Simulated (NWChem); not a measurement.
System: BeF2 anion, doublet; SMILES of the neutral closed-shell parent [Be]([F])[F]

The following NWChem deck was run.

```
start job
memory heap 200 mb stack 900 mb global 1100 mb
charge -1
geometry units angstroms noautoz
  Be     0.000000     0.000000     0.564691
  F      1.326356     0.000000    -0.078353
  F     -1.326356     0.000000    -0.078353
end
basis spherical
  Be library cc-pvdz
  F library cc-pvdz
end
dft
  odft
  mult 2
  xc xpbe96 cpbe96
  iterations 150
  mulliken
end
task dft energy
```

In the optimisation the excess spin sits in a1 (C2v, its own frame). Sets without diffuse functions describe the anion's extra electron poorly. Geometry: optimised at B3LYP/def2-SVPD, spin-unrestricted. This spin state was assumed; another may lie lower. No stability test was run on the SCF state. The highest occupied level is positive, so the extra electron may be held by the finite basis.

Predict the main results of this run. (PBE/cc-pVDZ, spin-unrestricted.) Quantities: basis functions; energy (Ha); highest occupied level (eV); lowest empty minus highest occupied level, either spin (eV); <S²>.

number of basis functions: 42
energy (Ha): -214.35
highest occupied level (eV): 2.95
lowest empty minus highest occupied level, either spin (eV): 1.54
<S²>: 0.751
